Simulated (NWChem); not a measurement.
NbOCl$_{2}$F; SMILES [O]=[Nb]([F])([Cl])[Cl]

```xyz
5

Nb     0.2480     0.0458     0.0000
O      0.9517     1.5651     0.0000
F      1.6220    -1.1946     0.0000
Cl    -1.0341    -0.1270     1.8854
Cl    -1.0341    -0.1270    -1.8854
```
Atoms are numbered in this order, from 1.

Level: PBE0/def2-SVP with def2 effective core potentials on Nb (NWChem), optimised geometry, unscaled harmonic frequencies. def2 effective core potentials on Nb; no spin-orbit coupling.

```
frequency (cm⁻¹)  IR intensity (km/mol)
----------------  ---------------------
107                                 2.3
144                                 3.7
152                                 7.2
223                                 3.7
253                                 4.6
418                                35.5
453                               119.3
729                               136.5
1076                              172.3
```

The zero-point energy is 5.1 kcal/mol and the thermal correction to the enthalpy at 298.15 K (with zero-point energy) is 9.8 kcal/mol. The heat capacity Cv is 19.1 cal/(mol K) and the entropy at 298.15 K and 1 atm (symmetry number 1) is 84.7 cal/(mol K).

Rigid rotor and harmonic oscillator.
